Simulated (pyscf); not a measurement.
Structures and frequencies: ωB97X-D3(BJ)/def2-SVP in PySCF. MP2 and CC: frozen core, UHF for open shells. ΔMP2 is the change of the MP2 total energy from the triple- to the quadruple-zeta basis.

What is the homolytic dissociation enthalpy (298 K, CCSD(T)/def2-TZVPP + ΔMP2(QZVPP)) of the B–B bond of `[BH2][B]([NH2])[NH2]`, to BH₂• + [H₂N–B–NH₂]•?

B–B to BH₂• + [H₂N–B–NH₂]•: 99.2 kcal/mol. The radicals are drawn with the spin at the cut bond; how far it spreads was not checked. Other isomers of [H₂N–B–NH₂]• were not searched in full and may lie lower. The CCSD(T) − MP2 part came from Ansatz, without density fitting, on the same reference.
